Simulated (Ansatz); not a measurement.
Cost and result for the atomization energy of BGaH₄O, SMILES `[BH2][GaH][OH]` (7 atoms, 6 bonds).

Total charge 0; spin multiplicity 1. Correlated methods include outer-core shells of Ga, which these sets cover unevenly. Scalar relativity is left out up to krypton. Geometry: relaxed with PBE0-D4/def2-TZVP. It is one conformer, not always the lowest. Program: Ansatz. All runs use 2 threads of an Arm Neoverse V2 on a shared host. Times are those of one run each, without the atoms' runs, and a repeat can differ threefold. Electronic energies, without spin–orbit coupling; frozen cores. CCSD(T)/CBS adds CCSD(T) − MP2 in def2-TZVPP to the MP2 limit, and its time is that of the two runs behind it. T1 = 0.015. With those shells the extrapolation isn't a true limit. B3LYP takes the VWN-RPA correlation (the form of Gaussian; ORCA's B3LYP/G). HSE06 is the plane-wave form, built on full-range PBE exchange.

CCSD(T)/CBS is a level of theory with its own doubt, some kJ/mol a heavy atom from the limit and from the frozen cores, so smaller differences don't rank the functionals.

```json
{"level": "PBE-D4/def2-TZVPP (with forces)", "functions": "166", "wall time": "1.8 s"}
{"level": "PBE0-D4/def2-TZVPP", "functions": "166", "wall time": "1.9 s"}
{"level": "CCSD(T)/def2-SVP", "functions": "80", "wall time": "2 s"}
{"level": "revPBE-D4/def2-TZVPP", "functions": "166", "wall time": "2.4 s"}
{"level": "B3LYP-D4/def2-TZVPP (with forces)", "functions": "166", "wall time": "2.5 s"}
{"level": "HSE06-D4/def2-TZVPP", "functions": "166", "wall time": "2.8 s"}
{"level": "CAM-B3LYP-D4/def2-TZVPP", "functions": "166", "wall time": "2.8 s"}
{"level": "PBE-QIDH/def2-TZVPP", "functions": "166", "wall time": "3.4 s"}
{"level": "ωB97X-V/def2-TZVPP", "functions": "166", "wall time": "6 s"}
{"level": "B97M-V/def2-TZVPP", "functions": "166", "wall time": "6.5 s"}
{"level": "MP2/def2-QZVPP", "functions": "323", "wall time": "12 s"}
{"level": "CCSD(T)/def2-TZVPP", "functions": "166", "wall time": "32 s"}
{"level": "CCSD(T)/CBS(def2)", "functions": "–", "wall time": "44 s"}
```

(1) What atomization energy does each give, and how far from CCSD(T)/CBS? (An estimate is asked.)

Answers

(1) Computed: 
```
                            level  atomization (kJ/mol)  difference from CCSD(T)/CBS  per bond
  PBE-D4/def2-TZVPP (with forces)                2098.1                          3.2       0.5
               PBE0-D4/def2-TZVPP                2065.4                        -29.5      -4.9
                 CCSD(T)/def2-SVP                1964.6                       -130.3     -21.7
             revPBE-D4/def2-TZVPP                2045.6                        -49.3      -8.2
B3LYP-D4/def2-TZVPP (with forces)                2077.1                        -17.8      -3.0
              HSE06-D4/def2-TZVPP                2066.4                        -28.5      -4.7
          CAM-B3LYP-D4/def2-TZVPP                2096.3                          1.4       0.2
              PBE-QIDH/def2-TZVPP                2070.8                        -24.1      -4.0
               ωB97X-V/def2-TZVPP                2097.0                          2.1       0.4
                B97M-V/def2-TZVPP                2098.1                          3.2       0.5
                   MP2/def2-QZVPP                2108.5                         13.6       2.3
               CCSD(T)/def2-TZVPP                2050.8                        -44.1      -7.4
                CCSD(T)/CBS(def2)                2094.9                          0.0       0.0
```

The D4 term adds +15.7 kJ/mol with B3LYP and +8.1 kJ/mol with PBE0; it sums over pairs of atoms, weighted by their polarisabilities, and B3LYP, whose exchange is more repulsive, gets the larger term. In def2-TZVPP, CCSD(T) changes the Hartree–Fock value by +525.0 kJ/mol (the triples alone add +26.6 kJ/mol) and MP2 by +556.4 kJ/mol; breaking electron pairs costs correlation energy, which Hartree–Fock lacks. From BLYP to BHLYP (50 % exact exchange), in def2-TZVPP and without D4, the atomization energy moves by −36.6 kJ/mol: exact exchange takes away binding that semilocal exchange gives to molecules.
